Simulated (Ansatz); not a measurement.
Ansatz (a first-principles code) input:
A basis named .json is the Basis Set Exchange file of that set.

Ansatz 0.2 input:
```yaml
crystal:
  periodic: [false, false, false]
  atoms:
    - {symbol: C, position_ang: [-1.04362215, 0.14891845, -0.14969924]}
    - {symbol: S, position_ang: [0.55418527, -0.01630678, 0.03077809]}
    - {symbol: H, position_ang: [-1.39596080, 0.95534934, -0.78706621]}
    - {symbol: H, position_ang: [-1.76903875, -0.49975121, 0.32998966]}
    - {symbol: H, position_ang: [0.55976817, -1.08820041, 0.86282249]}
basis:
  gaussian:
    orbitals: aug-cc-pV_D+d_Z.json
total_charge: 1
magnetization: {spin_polarized: false}
correlation: {method: ccsd_t, electrons: outside_noble_gas}
output: {forces: true}
```

Q: Predict the final energy.

A: -437.16064 Eh (CCSD(T)/aug-cc-pV(D+d)Z). The basis has 82 functions.

It need not be the lowest isomer of its formula.
